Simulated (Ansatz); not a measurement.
One change: `[CH3][AlH][O][SiH2][GaH2]` becomes `[CH3][AlH][O]C[SiH3]`.

Ansatz, PBE0-D4/def2-TZVP geometries, multiplicity 1. Each molecule was computed in one conformer, which needn't be the lowest.

Scalar relativity is left out up to krypton.

```csv
property,`[CH3][AlH][O][SiH2][GaH2]`
size of the dipole moment (PBE/def2-TZVPP) / D,1.19
LUMO energy (PBE/def2-TZVPP) / eV,-2.79
HOMO energy (B3LYP/def2-TZVPP) / eV,-6.91
HOMO energy (ωB97M-V/def2-TZVPP) / eV,-9.13
LUMO energy (B3LYP/def2-TZVPP) / eV,-2.25
LUMO energy (PBE0/def2-TZVPP) / eV,-1.99
```

(1) What does the change do to each property? (Estimate.)

## Answers

(1) Ansatz gave: 
```tsv
property	`[CH3][AlH][O]C[SiH3]`	shift
size of the dipole moment (PBE/def2-TZVPP) / D	0.82	-0.37
LUMO energy (PBE/def2-TZVPP) / eV	-1.37	1.42
HOMO energy (B3LYP/def2-TZVPP) / eV	-7.31	-0.40
HOMO energy (ωB97M-V/def2-TZVPP) / eV	-9.83	-0.70
LUMO energy (B3LYP/def2-TZVPP) / eV	-0.81	1.44
LUMO energy (PBE0/def2-TZVPP) / eV	-0.59	1.40
```

With PBE0 the HOMO falls by 0.42 eV and the LUMO rises by 1.40 eV, so the gap widens by about 1.82 eV. PBE moves the HOMO by -0.17 eV and ωB97M-V by -0.70 eV. Dipoles are sizes alone; their direction can turn.

B3LYP here is the variant with VWN-RPA as its local correlation; programs differ in this.
